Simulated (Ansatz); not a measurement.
`N[SiH2][AlH][TeH]` + BH₃ → `B[TeH]` + `N[SiH2][AlH2]`  (formal exchange of groups at a Te–Al bond)

Isolated molecules relaxed with PBE0-D4/def2-TZVP in Ansatz; ΔE leaves out vibrations. CCSD(T)/CBS is the MP2 limit (def2-TZVPP, def2-QZVPP) plus CCSD(T) − MP2 in def2-TZVPP, frozen cores. This one scheme is used for every species. Functionals use def2-TZVPP. B3LYP here is the variant with VWN-RPA as its local correlation; programs differ in this. Elements past krypton have def2 core potentials. For Te outer-core shells are correlated without core-valence functions, which leaves a few kJ/mol of doubt a bond. One conformer a species, not always the lowest.

| level | ΔE (eV) |
| --- | --- |
| PBE-D4 | 0.37 |
| r2SCAN-D4 | 0.43 |
| ωB97X-V | 0.43 |
| B3LYP | 0.41 |
| MP2/def2-TZVPP | 0.47 |
| SCS-MP2/def2-TZVPP | 0.47 |
| MP2/CBS(def2) | 0.51 |
| CCSD/CBS(def2) | 0.48 |

**Question.** What does CCSD(T)/CBS give? (Best estimate.)

**Answer.** Computed: +0.46 eV. The listed levels differ from it by -0.09, -0.03, -0.03, -0.05, 0.01, 0.01, 0.05, 0.02 eV.

Largest T1 diagnostic among the species: 0.015.

From PBE to PBE0 (25 % exact exchange), in def2-TZVPP and without D4, ΔE moves by +0.07 eV. In def2-TZVPP, CCSD(T) changes the Hartree–Fock value by −0.18 eV (the triples alone add −0.02 eV) and MP2 by −0.12 eV.
